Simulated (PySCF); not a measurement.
PbN⁺: frontier orbitals

LC-ωPBE at R = 2.238 Å; Pb aug-cc-pVDZ-PP with ECP60, N aug-cc-pVDZ; scalar-relativistic core potentials (PySCF 2.14). State: ³Σ⁻ (triplet), unpaired electrons π ↑↑. Only the outer orbitals are listed, counted within each symmetry, core potentials removing the inner ones.

```json
{"spin": "α", "orbital": "5σ", "occ.": "1", "ε (eV)": "-30.27", "on Pb (%)": "14", "main shells (%)": "84 N s"}
{"spin": "α", "orbital": "6σ", "occ.": "1", "ε (eV)": "-22.99", "on Pb (%)": "84", "main shells (%)": "84 Pb s, 9 N s"}
{"spin": "α", "orbital": "3π", "occ.": "1", "ε (eV)": "-17.60", "on Pb (%)": "5", "main shells (%)": "94 N p"}
{"spin": "α", "orbital": "3π", "occ.": "1", "ε (eV)": "-17.60", "on Pb (%)": "5", "main shells (%)": "94 N p"}
{"spin": "α", "orbital": "7σ", "occ.": "1", "ε (eV)": "-16.12", "on Pb (%)": "31", "main shells (%)": "66 N p, 23 Pb p"}
{"spin": "α", "orbital": "4π", "occ.": "0", "ε (eV)": "-6.79", "on Pb (%)": "98", "main shells (%)": "98 Pb p"}
{"spin": "α", "orbital": "4π", "occ.": "0", "ε (eV)": "-6.79", "on Pb (%)": "98", "main shells (%)": "98 Pb p"}
{"spin": "α", "orbital": "8σ", "occ.": "0", "ε (eV)": "-4.09", "on Pb (%)": "98", "main shells (%)": "92 Pb p, 14 N p"}
{"spin": "β", "orbital": "5σ", "occ.": "1", "ε (eV)": "-27.12", "on Pb (%)": "21", "main shells (%)": "75 N s, 18 Pb s"}
{"spin": "β", "orbital": "6σ", "occ.": "1", "ε (eV)": "-22.45", "on Pb (%)": "76", "main shells (%)": "74 Pb s, 21 N s"}
{"spin": "β", "orbital": "7σ", "occ.": "1", "ε (eV)": "-15.05", "on Pb (%)": "38", "main shells (%)": "57 N p, 34 Pb p"}
{"spin": "β", "orbital": "3π", "occ.": "0", "ε (eV)": "-7.37", "on Pb (%)": "86", "main shells (%)": "86 Pb p, 14 N p"}
{"spin": "β", "orbital": "3π", "occ.": "0", "ε (eV)": "-7.37", "on Pb (%)": "86", "main shells (%)": "86 Pb p, 14 N p"}
{"spin": "β", "orbital": "4π", "occ.": "0", "ε (eV)": "-4.31", "on Pb (%)": "22", "main shells (%)": "78 N p, 15 Pb p"}
```

**Question.** Which are the highest filled and the lowest empty level, where do they sit, and how wide is the gap?

**Answer.** Highest filled β 7σ at -15.05 eV (in %: 57 N p, 34 Pb p); lowest empty β 3π at -7.37 eV (in %: 86 Pb p, 14 N p); the gap at LC-ωPBE is 7.68 eV.

| Item | Value |
| --- | --- |
| bond order (Mayer) | 0.90 |
| ⟨S²⟩ | 2.017 |
| charge on Pb (Mulliken, basis-dependent) | 1.37 |
| charge on Pb (Löwdin, basis-dependent) | 1.41 |
| dipole moment (positive dipole points towards N; it is taken about the centre of mass and depends on that origin) | -2.24 D |

These are scalar-relativistic numbers at best; spin–orbit coupling would shift them, the dissociation energy most. The state is the lowest determinant that a PBE0 search found; another state may lie lower at other levels.
